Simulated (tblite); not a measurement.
Species: C4H11NO3Si2.
SMILES with atom numbers: `[CH2:1]=[N:2][SiH2:3][Si@H:4]([O:5][CH3:6])[C:7](=[O:8])[O:9][CH3:10]` (hydrogens: H11, H12 on C1; H13, H14 on Si3; H15 on Si4; H16, H17, H18 on C6; H19, H20, H21 on C10)

Computed with GFN2-xTB (tblite), gas phase: L-BFGS steps from a force-field or distance-geometry start until the largest atomic force falls under 0.01 eV/Å.

At the end of the run (lengths in Å): Si4–C7 1.932, Si4–O5 1.622, C7=O8 1.208, Si3–Si4 2.293, N2–Si3 1.714, C10–H19 1.087, C7–O9 1.346, Si4–O5–C6 131.0°, C1–N2–Si3 135.8°, N2–Si3–Si4 101.9°, Si4–C7–O8 126.6°, C1–N2–Si3–Si4 -112°, N2–Si3–Si4–O5 -174°, Si3–Si4–O5–C6 -176°, H13–Si3–N2–C1 130°, H16–C6–O5–Si4 -74°.

**Question.** These geometries were met on the way; a selection of coordinates is given. Order them by energy above the end point, lowest first.
A. Si4–C7 1.931, Si4–O5 1.631, C7=O8 1.210, Si3–Si4 2.303, N2–Si3 1.749, C10–H19 1.089, C7–O9 1.339, Si4–O5–C6 129.4°, C1–N2–Si3 128.9°, N2–Si3–Si4 104.7°, Si4–C7–O8 122.4°, C1–N2–Si3–Si4 -171°, N2–Si3–Si4–O5 -165°, Si3–Si4–O5–C6 172°, H13–Si3–N2–C1 66°, H16–C6–O5–Si4 -24°
B. Si4–C7 1.931, Si4–O5 1.622, C7=O8 1.209, Si3–Si4 2.293, N2–Si3 1.723, C10–H19 1.086, C7–O9 1.338, Si4–O5–C6 133.2°, C1–N2–Si3 135.1°, N2–Si3–Si4 101.0°, Si4–C7–O8 124.5°, C1–N2–Si3–Si4 -146°, N2–Si3–Si4–O5 -155°, Si3–Si4–O5–C6 -171°, H13–Si3–N2–C1 98°, H16–C6–O5–Si4 -45°
C. Si4–C7 1.829, Si4–O5 1.710, C7=O8 1.261, Si3–Si4 2.245, N2–Si3 1.749, C10–H19 1.116, C7–O9 1.375, Si4–O5–C6 114.6°, C1–N2–Si3 121.2°, N2–Si3–Si4 113.1°, Si4–C7–O8 121.5°, C1–N2–Si3–Si4 -173°, N2–Si3–Si4–O5 -171°, Si3–Si4–O5–C6 160°, H13–Si3–N2–C1 63°, H16–C6–O5–Si4 -17°
D. Si4–C7 1.919, Si4–O5 1.635, C7=O8 1.210, Si3–Si4 2.267, N2–Si3 1.752, C10–H19 1.088, C7–O9 1.328, Si4–O5–C6 126.1°, C1–N2–Si3 124.7°, N2–Si3–Si4 107.9°, Si4–C7–O8 121.5°, C1–N2–Si3–Si4 -171°, N2–Si3–Si4–O5 -167°, Si3–Si4–O5–C6 164°, H13–Si3–N2–C1 68°, H16–C6–O5–Si4 -14°
E. Si4–C7 1.933, Si4–O5 1.629, C7=O8 1.221, Si3–Si4 2.247, N2–Si3 1.754, C10–H19 1.097, C7–O9 1.325, Si4–O5–C6 118.0°, C1–N2–Si3 122.2°, N2–Si3–Si4 113.0°, Si4–C7–O8 118.2°, C1–N2–Si3–Si4 -173°, N2–Si3–Si4–O5 -171°, Si3–Si4–O5–C6 161°, H13–Si3–N2–C1 64°, H16–C6–O5–Si4 -15°

**Answer.** B (0.124 eV), A (0.213 eV), D (0.343 eV), E (0.567 eV), C (0.995 eV).

```json
{"step": "40", "E above end (eV)": "0.124", "rms distance from the end, all atoms (Å)": "0.598", "largest force (eV/Å)": "0.297", "rms shift of all bonds from the end (Å)": "0.004"}
{"step": "19", "E above end (eV)": "0.213", "rms distance from the end, all atoms (Å)": "0.681", "largest force (eV/Å)": "0.155", "rms shift of all bonds from the end (Å)": "0.009"}
{"step": "7", "E above end (eV)": "0.343", "rms distance from the end, all atoms (Å)": "0.704", "largest force (eV/Å)": "0.369", "rms shift of all bonds from the end (Å)": "0.013"}
{"step": "2", "E above end (eV)": "0.567", "rms distance from the end, all atoms (Å)": "0.718", "largest force (eV/Å)": "0.841", "rms shift of all bonds from the end (Å)": "0.017"}
{"step": "0", "E above end (eV)": "0.995", "rms distance from the end, all atoms (Å)": "0.721", "largest force (eV/Å)": "5.222", "rms shift of all bonds from the end (Å)": "0.038"}
```

Rows stand in the order of the answer.
